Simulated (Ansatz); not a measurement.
Which isomer of BH4NSe gives these data?

These gas-phase data were calculated for one isomer of BH4NSe at B3LYP-D3(BJ)/6-311G** (harmonic, unscaled wavenumbers; equilibrium rotational constants with average atomic masses):

| Quantity | Value |
| --- | --- |
| rotational constants | 43.26, 3.538, 3.271 GHz |
| all wavenumbers above 1500 cm⁻¹ | 3685, 3592, 2644, 2375, 1643 |

Candidates:

(1) `[NH3+][BH-]=[Se]`, a singlet
(2) `NB[SeH]`, a singlet

**Question.** Assign the data to one candidate and say why.

**Answer.** Candidate (2). 2 modes lie between 3250 and 3800 cm⁻¹, one for each N–H bond, while (1) has 3.

The same quantities for all candidates:

```
     rotational constants (GHz)         wavenumbers above 1500 cm⁻¹  E above the lowest, B3LYP-D3(BJ)/6-311G** (kcal/mol)
(1)         36.98, 3.631, 3.366  3494, 3477, 3368, 2621, 1649, 1630                                                  23.3
(2)         43.26, 3.538, 3.271        3685, 3592, 2644, 2375, 1643                                                   0.0
```

Each candidate is one conformer. Programs: Ansatz 0.2.0.
